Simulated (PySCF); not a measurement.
# Correlation energy of Lu²⁺ (lutetium, charge +2)

[Xe] 4f14 6p1, 2P determinant (an excited configuration). All numbers are calculated (PySCF 2.14, scalar relativity by spin-free X2C-1e, in ANO-RCC-VTZP (8s7p5d3f2g1h, 104 functions)). Frozen: [Kr] 4d10; 23 electrons correlated.

MP2 pair energies summed by pair of shells (mhartree):

```json
{"pair": "4f-4f", "energy": "-750.87", "share (%)": "58.0"}
{"pair": "4f-5p", "energy": "-301.57", "share (%)": "23.3"}
{"pair": "5p-5p", "energy": "-122.39", "share (%)": "9.4"}
{"pair": "4f-5s", "energy": "-64.24", "share (%)": "5.0"}
{"pair": "5s-5p", "energy": "-29.41", "share (%)": "2.3"}
{"pair": "5p-6p", "energy": "-12.18", "share (%)": "0.9"}
{"pair": "4f-6p", "energy": "-8.39", "share (%)": "0.6"}
{"pair": "5s-5s", "energy": "-6.03", "share (%)": "0.5"}
{"pair": "5s-6p", "energy": "-0.56", "share (%)": "0.0"}
```

Total MP2 correlation energy: -1295.6 mhartree.

Same-spin part -507.78 and opposite-spin part -787.85 mhartree; SCS-MP2 scales them by 1/3 and 6/5 to -1114.7 mhartree.
